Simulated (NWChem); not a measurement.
System: C$_{2}$H$_{3}$F$_{3}$Si; SMILES F[SiH](F)C(=C)F

NWChem printed, in part:

```
             Northwest Computational Chemistry Package (NWChem) 7.3.0
             --------------------------------------------------------

                             Geometry "geometry" -> ""
                             -------------------------

 Output coordinates in angstroms (scale by  1.889725989 to convert to a.u.)

  No.       Tag          Charge          X              Y              Z
 ---- ---------------- ---------- -------------- -------------- --------------
    1 C                    6.0000    -1.23075500    -1.56190600     0.56173600
    2 C                    6.0000    -0.08590200    -1.08022300     0.08129400
    3 F                    9.0000     0.96131600    -1.89065400    -0.14650900
    4 Si                  14.0000     0.20903400     0.71266000    -0.34473200
    5 F                    9.0000    -1.18703300     1.47788600    -0.08253400
    6 F                    9.0000     1.30680300     1.34968900     0.64855500
    7 H                    1.0000    -1.34976000    -2.62493000     0.79011700
    8 H                    1.0000    -2.06848000    -0.88415900     0.73424200
    9 H                    1.0000     0.65947400     0.94769500    -1.73150900

 Effective nuclear repulsion energy (a.u.)     305.6970913735

                              NWChem Property Module
                              ----------------------

  itol2e modified to match energy
  convergence criterion.

                                 NWChem DFT Module
                                 -----------------

 Summary of "ao basis" -> "ao basis" (spherical)
 ------------------------------------------------------------------------------
       Tag                 Description            Shells   Functions and Types
 ---------------- ------------------------------  ------  ---------------------
 C                          6-311g**                 8       18   4s3p1d
 F                          6-311g**                 8       18   4s3p1d
 Si                         6-311g**                12       26   6s5p1d
 H                          6-311g**                 4        6   3s1p

  itol2e modified to match energy
  convergence criterion.

            General Information
            -------------------
          SCF calculation type: DFT
          Wavefunction type:  closed shell.
          No. of atoms     :     9
          No. of electrons :    56
           Alpha electrons :    28
            Beta electrons :    28
          Charge           :     0
          Spin multiplicity:     1
          Use of symmetry is: off; symmetry adaption is: off
          Maximum number of iterations: 150
          AO basis - number of functions:   134
                     number of shells:    64
          Convergence on energy requested:  1.00D-07
          Convergence on density requested:  1.00D-05
          Convergence on gradient requested:  5.00D-04

              XC Information
              --------------
                         B3LYP Method XC Potential
                     Hartree-Fock (Exact) Exchange  0.200
                        Slater Exchange Functional  0.800 local
                    Becke 1988 Exchange Functional  0.720 non-local
              Lee-Yang-Parr Correlation Functional  0.810
                  VWN I RPA Correlation Functional  0.190 local

             Grid Information
             ----------------
          Grid used for XC integration:  fine
          Radial quadrature: Mura-Knowles
          Angular quadrature: Lebedev.
          Tag              B.-S. Rad. Rad. Pts. Rad. Cut. Ang. Pts.
          ---              ---------- --------- --------- ---------
          C                   0.70       70          11.0       590
          F                   0.50       70          12.0       590
          Si                  1.10      123          11.0       770
          H                   0.35       60          13.0       590
          Grid pruning is: on
          Number of quadrature shells:   653
          Spatial weights used:  Erf1

      Superposition of Atomic Density Guess
      -------------------------------------

 Sum of atomic energies:        -663.88895127

      Non-variational initial energy
      ------------------------------

 Total energy =    -665.764324
 1-e energy   =   -1529.155937
 2-e energy   =     557.694522
 HOMO         =      -0.312644
 LUMO         =       0.000353

   convergence    iter        energy       DeltaE   RMS-Dens  Diis-err
 ---------------- ----- ----------------- --------- --------- ---------
 d= 0,ls=0.0,diis     1   -667.1261238266 -9.73D+02  9.88D-03  1.87D+00
 d= 0,ls=0.0,diis     2   -667.0403882493  8.57D-02  6.14D-03  2.70D+00
 d= 0,ls=0.0,diis     3   -667.2543058063 -2.14D-01  1.39D-03  1.69D-01
 d= 0,ls=0.0,diis     4   -667.2665649231 -1.23D-02  5.67D-04  1.16D-02
 d= 0,ls=0.0,diis     5   -667.2676130117 -1.05D-03  2.20D-04  3.16D-03
  Resetting Diis
 d= 0,ls=0.0,diis     6   -667.2679628108 -3.50D-04  3.37D-05  5.36D-05
 d= 0,ls=0.0,diis     7   -667.2679671634 -4.35D-06  1.78D-05  5.77D-06
 d= 0,ls=0.0,diis     8   -667.2679665708  5.93D-07  1.06D-05  1.43D-05
 d= 0,ls=0.0,diis     9   -667.2679675760 -1.01D-06  8.18D-07  3.13D-08
 d= 0,ls=0.0,diis    10   -667.2679675789 -2.93D-09  2.23D-07  3.31D-09

         Total DFT energy =     -667.267967578890
      One electron energy =    -1532.250137385003
           Coulomb energy =      623.746896473806
    Exchange-Corr. energy =      -64.461818041149
 Nuclear repulsion energy =      305.697091373455

 Numeric. integr. density =       55.999998271582

                       DFT Final Molecular Orbital Analysis
                       ------------------------------------

 Vector   26  Occ=2.000000D+00  E=-4.079597D-01
              MO Center=  4.0D-01,  2.9D-01, -4.8D-01, r^2= 3.8D+00
   Bfn.  Coefficient  Atom+Function         Bfn.  Coefficient  Atom+Function
  ----- ------------  ---------------      ----- ------------  ---------------
   130      0.215153  9 H  s                131      0.199049  9 H  s
   107      0.189817  6 F  pz               111      0.177255  6 F  pz
    59      0.175392  4 Si s                 44     -0.162064  3 F  py
    48     -0.157906  3 F  py                89      0.153811  5 F  pz
    93      0.151237  5 F  pz               103      0.133002  6 F  pz

 Vector   27  Occ=2.000000D+00  E=-3.470974D-01
              MO Center=  2.1D-01, -4.4D-01, -2.4D-01, r^2= 3.4D+00
   Bfn.  Coefficient  Atom+Function         Bfn.  Coefficient  Atom+Function
  ----- ------------  ---------------      ----- ------------  ---------------
    28      0.255415  2 C  s                 26      0.213994  2 C  py
    48     -0.211314  3 F  py                44     -0.204623  3 F  py
   130     -0.175638  9 H  s                131     -0.171153  9 H  s
    40     -0.146231  3 F  py                71     -0.141270  4 Si py
    22      0.136436  2 C  py                30      0.108060  2 C  py

 Vector   28  Occ=2.000000D+00  E=-2.931727D-01
              MO Center= -4.9D-01, -1.4D+00,  2.7D-01, r^2= 1.9D+00
   Bfn.  Coefficient  Atom+Function         Bfn.  Coefficient  Atom+Function
  ----- ------------  ---------------      ----- ------------  ---------------
    13      0.256627  1 C  pz                 9      0.253772  1 C  pz
    27      0.242807  2 C  pz                49     -0.206008  3 F  pz
    45     -0.181863  3 F  pz                31      0.177852  2 C  pz
     5      0.170270  1 C  pz                23      0.150812  2 C  pz
    41     -0.132209  3 F  pz                11      0.095903  1 C  px

[...]

          -----------------------------------------
          Chemical Shielding Tensors (GIAO, in ppm)
          -----------------------------------------

                                NWChem CPHF Module
                                ------------------

  scftype          =     RHF
  nclosed          =       28
  nopen            =        0
  variables        =     2968
  # of vectors     =        3
  tolerance        = 0.10D-03
  level shift      = 0.00D+00
  max iterations   =       50
  max subspace     =       30

 SCF residual:    2.3440986816073239E-005

Iterative solution of linear equations
  No. of variables     2968
  No. of equations        3
  Maximum subspace       30
        Iterations       50
       Convergence  1.0D-04

   iter   nsub   residual    time
   ----  ------  --------  ---------
     1      3    3.48D-01     140.6
     2      6    2.77D-02     151.4
     3      9    1.88D-03     160.1
     4     12    3.14D-05     166.8

      Atom:    1  C
        Diamagnetic
    264.1868      3.2650     -8.9837
      3.2650    258.5615     -4.4351
     -8.9837     -4.4351    244.5006

        Paramagnetic
   -205.3268     67.8567     29.1974
     67.8567   -267.0625      8.6503
     29.1974      8.6503    -92.4907

        Total Shielding Tensor
     58.8600     71.1217     20.2137
     71.1217     -8.5010      4.2152
     20.2137      4.2152    152.0099

           isotropic =      67.4563
          anisotropy =     137.3666

          Principal Components and Axis System
                 1           2           3
              159.0340     97.1072    -53.7723

      1         0.2966      0.7890     -0.5381
      2         0.1496      0.5181      0.8421
      3         0.9432     -0.3303      0.0356

      Atom:    2  C
        Diamagnetic
    263.7351     -3.0288     -8.9888
     -3.0288    262.9031     -3.6543
     -8.9888     -3.6543    240.4927

        Paramagnetic
   -245.3659     63.7198     20.7054
     63.7198   -318.8602      4.9473
     20.7054      4.9473   -168.9223

        Total Shielding Tensor
     18.3692     60.6909     11.7166
     60.6909    -55.9571      1.2929
     11.7166      1.2929     71.5703

           isotropic =      11.3275
          anisotropy =    -152.1272

          Principal Components and Axis System
                 1           2           3
              -90.0907     76.5662     47.5069

      1        -0.4905      0.3693      0.7894
      2         0.8710      0.1780      0.4579
      3         0.0286      0.9121     -0.4089

      Atom:    3  F
        Diamagnetic
    480.0304    -14.9671     -4.1058
    -14.9671    474.7905      3.2065
     -4.1058      3.2065    461.8855

        Paramagnetic
   -229.1699    -20.8184     69.5490
    -20.8184   -246.7007     42.3076
     69.5490     42.3076    -76.9543

        Total Shielding Tensor
    250.8605    -35.7854     65.4431
    -35.7854    228.0897     45.5141
     65.4431     45.5141    384.9312

           isotropic =     287.9605
          anisotropy =     192.4672

          Principal Components and Axis System
                 1           2           3
              416.2719    273.4956    174.1139

      1         0.3327     -0.7089      0.6219
      2         0.1615      0.6925      0.7031
      3         0.9291      0.1335     -0.3448

      Atom:    4  Si
        Diamagnetic
    879.8094     -0.4297      1.4634
     -0.4297    880.9757      0.4657
      1.4634      0.4657    873.1416

        Paramagnetic
   -506.8310      0.5013     -0.8992
      0.5013   -514.8883    -12.3102
     -0.8992    -12.3102   -490.4284

        Total Shielding Tensor
    372.9784      0.0717      0.5642
      0.0717    366.0874    -11.8446
      0.5642    -11.8446    382.7131

           isotropic =     373.9263
          anisotropy =      22.4374

          Principal Components and Axis System
                 1           2           3
              388.8846    372.9727    359.9217

      1         0.0294      0.9993     -0.0248
      2        -0.4608      0.0356      0.8868
      3         0.8870     -0.0146      0.4615

      Atom:    5  F
        Diamagnetic
    483.4771    -11.7500     -3.8850
    -11.7500    470.3984      1.9651
     -3.8850      1.9651    460.4561

        Paramagnetic
    -99.6694    -15.1156     22.9148
    -15.1156   -154.4238     45.8410
     22.9148     45.8410   -144.4889

        Total Shielding Tensor
    383.8077    -26.8656     19.0298
    -26.8656    315.9745     47.8061
     19.0298     47.8061    315.9672

           isotropic =     338.5832
          anisotropy =      82.0269

          Principal Components and Axis System
                 1           2           3
              393.2677    362.8206    259.6612

      1         0.9523      0.1698     -0.2534
      2        -0.3012      0.6545     -0.6935
      3         0.0482      0.7368      0.6744

      Atom:    6  F
        Diamagnetic
    475.7144      8.3696     12.8324
      8.3696    468.4218      7.8578
     12.8324      7.8578    471.0912

        Paramagnetic
   -122.0656    -26.8436     22.4149
    -26.8436   -167.4677     45.2549
     22.4149     45.2549   -149.4886

        Total Shielding Tensor
    353.6488    -18.4739     35.2473
    -18.4739    300.9541     53.1127
     35.2473     53.1127    321.6026

           isotropic =     325.4018
          anisotropy =      82.5358

          Principal Components and Axis System
                 1           2           3
              380.4257    351.1712    244.6086

      1         0.6831     -0.6547      0.3238
      2         0.2894      0.6496      0.7030
      3         0.6706      0.3865     -0.6332

      Atom:    7  H
        Diamagnetic
     27.0044      3.7682     -2.3684
      3.7682     39.0695     -4.3067
     -2.3684     -4.3067     23.7272

        Paramagnetic
      0.3851     -0.7492      1.2065
     -0.7492    -14.2482      3.3256
      1.2065      3.3256      2.4581

        Total Shielding Tensor
     27.3895      3.0190     -1.1618
      3.0190     24.8213     -0.9811
     -1.1618     -0.9811     26.1853

           isotropic =      26.1320
          anisotropy =       5.7822

          Principal Components and Axis System
                 1           2           3
               29.9868     25.5950     22.8143

      1         0.7700      0.3409     -0.5394
      2         0.5202      0.1542      0.8400
      3        -0.3696      0.9274      0.0586

      Atom:    8  H
        Diamagnetic
     36.9546     -5.1575     -4.4133
     -5.1575     30.8099      0.1481
     -4.4133      0.1481     22.9150

        Paramagnetic
     -9.4256      8.2129      3.1914
      8.2129     -5.1072     -1.2290
      3.1914     -1.2290      2.7912

        Total Shielding Tensor
     27.5290      3.0554     -1.2219
      3.0554     25.7027     -1.0809
     -1.2219     -1.0809     25.7062

           isotropic =      26.3126
          anisotropy =       6.0884

          Principal Components and Axis System
                 1           2           3
               30.3716     25.1495     23.4169

      1         0.7534      0.3084     -0.5808
      2         0.5692      0.1364      0.8108
      3        -0.3292      0.9414      0.0728

      Atom:    9  H
        Diamagnetic
     24.5482      0.8691     -4.4581
      0.8691     24.9079     -3.1380
     -4.4581     -3.1380     36.6492

        Paramagnetic
      0.1651     -0.4650      2.1785
     -0.4650     -0.6580      1.8088
      2.1785      1.8088     -5.4333

        Total Shielding Tensor
     24.7133      0.4042     -2.2796
      0.4042     24.2499     -1.3291
     -2.2796     -1.3291     31.2159

           isotropic =      26.7264
          anisotropy =       8.1787

          Principal Components and Axis System
                 1           2           3
               32.1788     24.0159     23.9844

      1        -0.2962     -0.5648      0.7703
      2        -0.1726      0.8248      0.5384
      3         0.9394     -0.0265      0.3418
```

Level: B3LYP/6-311G** (spherical d), GIAO. Coordinates come from a PBE0/def2-SVP optimisation. The printed shielding anisotropy is the first printed principal value minus the mean of the other two.

Question: Reconstruct the input file.

Answer: Several could match; the one computed here: the input that was run:
```
start job
memory heap 200 mb stack 900 mb global 1100 mb
geometry units angstroms noautosym nocenter noautoz
  C     -1.230755    -1.561906     0.561736
  C     -0.085902    -1.080223     0.081294
  F      0.961316    -1.890654    -0.146509
  Si     0.209034     0.712660    -0.344732
  F     -1.187033     1.477886    -0.082534
  F      1.306803     1.349689     0.648555
  H     -1.349760    -2.624930     0.790117
  H     -2.068480    -0.884159     0.734242
  H      0.659474     0.947695    -1.731509
end
basis spherical
  * library 6-311g**
end
dft
  xc b3lyp
  iterations 150
end
property
  shielding
end
task dft property
```
